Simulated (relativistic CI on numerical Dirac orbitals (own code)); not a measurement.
Fe³⁺: K-beta X-ray emission

Computed with this model: Dirac-Coulomb-Breit CI, KLI orbitals optimised for each configuration, model QED (radiative potential, 1s self-energy scaled to tabulated hydrogen-like ionisation energies), valence Slater integrals scaled by 0.8, multiplet model of X-ray emission after core ionisation; configurations [Ar] 3d5 → 1s 2s2 2p6 3s2 3p6 3d5 → [Ne] 3s2 3p5 3d5; 300 K; Lorentzian 2.24 eV and Gaussian 1 eV FWHM. Energies are those of the free ion, without screening or charge transfer. S is read from ⟨S²⟩ = S(S + 1).

free ion: ground-state S = 2.50, centroid 7056.72 eV. Peaks (eV, height): 7042.2 (48), 7063.0 (100).

Strongest unbroadened transitions for free ion:

```
Energy (eV)  Relative strength
    7041.64                2.2
    7041.89               48.6
    7042.30               35.8
    7042.42                9.7
    7042.81               12.0
    7054.53                0.6
    7054.60                0.7
    7055.13                0.6
    7059.15                1.1
    7059.22               24.2
    7059.48                0.9
    7059.55               17.1
    7059.80               10.7
    7062.31               54.3
    7062.38                0.6
    7062.83               76.4
    7062.90                0.8
    7063.43              100.0
```
